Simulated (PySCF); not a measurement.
**Substituent effects on chemical shifts**

Parent skeleton `[CH2:1]1[CH2:2][SiH2:3][CH2:4]1`; one hydrogen on atom 1 is replaced by X. Hydrogens on one atom are averaged.

- geometry: PBE0-D3(BJ)/def2-SVP
- σ from GIAO-PBE0/pcSseg-1
- code: PySCF 2.14.0 with density-fitted response routines
- a single conformation, isolated molecule, relativity neglected, one averaged value for each set of equivalent atoms

Shifts are taken against calculated references (same method and geometry level): TMS for ¹³C and ²⁹Si and ¹H.

Parent (X = H): C1 25.2, C2/C4 11.5, Si3 -23.9, H(C1) 2.30, H(C2)/H(C4) 1.17, H(Si3) 4.87 ppm. Effects are Δδ = δ(X) − δ(H), positive for deshielding.

Known members:
```json
{"X": "NHCOCH3", "C1": "+17.3", "C2/C4": "+11.2", "Si3": "-29.7", "H(C1)": "+2.49", "H(C2)/H(C4)": "+0.14", "H(Si3)": "-0.56"}
{"X": "OSiH3", "C1": "+46.9", "C2/C4": "+11.2", "Si3": "-34.0", "H(C1)": "+1.83", "H(C2)/H(C4)": "+0.38", "H(Si3)": "-0.57"}
```

Four more derivatives gave (Δδ, ppm):
```tsv
compound	C1	C2/C4	Si3	H(C1)	H(C2)/H(C4)	H(Si3)
1	+11.8	-1.5	-10.5	+0.50	+0.18	-0.14
2	-5.7	-4.1	+1.6	+0.08	+0.11	+0.20
3	+19.7	+7.4	-14.2	+0.88	+0.14	-0.14
4	+40.3	+0.9	+3.9	+1.42	+0.53	+0.12
```

Problem. Their substituents are B(OMe)2, C2F5, SCH3, SO3H. Which is which?

Solution. 1: X = C2F5 (FC(F)(F)C(F)(F)C1C[SiH2]C1); 2: X = B(OMe)2 (COB(OC)C1C[SiH2]C1); 3: X = SCH3 (CSC1C[SiH2]C1); 4: X = SO3H (O=S(=O)(O)C1C[SiH2]C1).
